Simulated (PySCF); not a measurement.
H6OW, multiplicity 1. Atoms are numbered in the order given.

```xyz
8

W      0.1660     0.0471     0.0000
O     -1.7058     0.0525     0.0000
H     -2.3992    -0.6092     0.0000
H      0.1056    -1.3813     0.8204
H      1.5419    -0.9273     0.0000
H      0.1056    -1.3813    -0.8204
H      1.0057     0.1984     1.4839
H      1.0057     0.1984    -1.4839
```
Charge 0, spin multiplicity 1.

The structure is a stationary point at PBE0-D3(BJ)/def2-TZVP. The multiplicity is an assumed one; no other spin state was optimised. The structure was generated by enumeration; whether it is a known compound was not checked. The def2 effective core potentials stand for the cores of W; spin–orbit coupling is left out.

Level of theory: PySCF with PBE/def2-TZVPD.

**Question.** Estimate the frontier levels, gap, dipole moment and polarisability. (An estimate is asked for; the answer gives what the named calculation found.)

**Answer.** 
The highest occupied level is -6.70 eV, the lowest empty level is -3.48 eV and the orbital gap is 3.22 eV. The dipole moment is 2.63 D and the quadrupole, principal values (traceless, Buckingham form, about the centre of nuclear charge) comes out as -5.38, -3.27, 8.65 D·Å. The mean static polarisability comes out as 57.0 bohr³ (8.45 Å³) and the polarisability, principal values is 49.7, 57.5, 63.9 bohr³.
